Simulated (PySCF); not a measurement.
The isolated species `C[B@@H-]([NH3+])P` is ionised with Al Kα (hν = 1486.6 eV). Calculated photoelectron kinetic energies of its computed core levels, recoil neglected:

```csv
line,kinetic energy (eV)
1,1351.59
2,1350.70
3,1292.32
4,1197.25
5,1078.50
```

Method: PySCF, delta-SCF UKS SCAN, pcX-2 on the ionised atom, pcseg-1 elsewhere, spin-free X2C.

Problem. Convert to binding energies and name the level and atom behind each line. Numbering: `[CH3:1][B@@H-:2]([NH3+:3])[PH2:4]`.

Solution. Against the vacuum level, binding energy = hν − kinetic energy.

```csv
line,binding energy (eV),level,atoms,environment
1,135.01,P 2p3/2,P4,three-coordinate phosphorus
2,135.90,P 2p1/2,P4,three-coordinate phosphorus
3,194.28,B 1s,B2,four-coordinate boron
4,289.35,C 1s,C1,sp3 carbon bound to boron
5,408.10,N 1s,N3,nitrogen bonded to B and 3 H
```

Out of reach at this photon energy: P 1s (2148.5 eV).

Problem. Where does line 4 move with hν = 800.0 eV?

Solution. To 800.0 − 289.35 = 510.65 eV; every photoline shifts by the change in photon energy, -686.6 eV.

Problem. Which photon wavelength matches the P 2p3/2 of P4 threshold?

Solution. λ = hc/E = 12398.42 eV Å / 135.01 eV = 91.833 Å.

Other core shells, valence and Auger electrons aren't listed. The 2p values add to the ΔSCF energy of one spin-free hole a correction within the shell (spin–orbit coupling, ligand field). 2p1/2 minus 2p3/2 (ligand field included): P 0.89 eV. The structure is a single PBE0-D3(BJ)/def2-SVP conformer in the gas phase; no vibrational or solvent corrections.

Conformer computed: `[CH3:1][B@@H-:2]([NH3+:3])[PH2:4]`: H–P4–B2–C1 -21°, H–P4–B2–C1 74°.
